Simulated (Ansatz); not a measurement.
Computed with Ansatz on PBE0-D4/def2-TZVP structures; ΔE is electronic, products minus reactants. CBS: MP2 limit from def2 TZ/QZ plus the TZ coupled-cluster correction, frozen cores. This one scheme is used for every species. DFT in def2-TZVPP. One conformer a species, not always the lowest.

`[SiH3]O[Si]S` + H₂S → `S[Si]S` + `O[SiH3]`  (ligand exchange at the Si–O bond)

(1) Is it downhill or uphill in electronic energy at CCSD(T)/CBS, and by how much? (Estimate.)

(2) What do these levels give: revPBE-D4, ωB97X-V, B2PLYP, PBE-QIDH, BHLYP, LC-ωPBE, MP2/def2-SVP, SCS-MP2/def2-TZVPP, CCSD(T)/def2-TZVPP, MP2/def2-QZVPP, MP2/CBS(def2), CCSD/CBS(def2)? (Estimate.)

Largest T1 diagnostic among the species: 0.015.

Answers

(1) The calculation gave: Uphill: ΔE = +36.8 kJ/mol.

(2) The calculation gave: revPBE-D4 22.1, ωB97X-V 41.1, B2PLYP 40.3, PBE-QIDH 31.7, BHLYP 45.4, LC-ωPBE 37.1, MP2/def2-SVP 44.8, SCS-MP2/def2-TZVPP 43.3, CCSD(T)/def2-TZVPP 41.6, MP2/def2-QZVPP 35.5, MP2/CBS(def2) 32.7, CCSD/CBS(def2) 40.3 kJ/mol.

Leaving LDA and LC-ωPBE aside and taking each functional with its dispersion term where it has one, the values, not all of them listed here, spread over 26.2 kJ/mol, from revPBE-D4 to CAM-B3LYP-D4. LDA lies +3.4 kJ/mol from PBE without D4. From PBE to PBE0 (25 % exact exchange), in def2-TZVPP and without D4, ΔE moves by +3.8 kJ/mol. At CCSD(T), def2-SVP lies +9.5 kJ/mol from the extrapolated value and def2-TZVPP +4.7 kJ/mol.
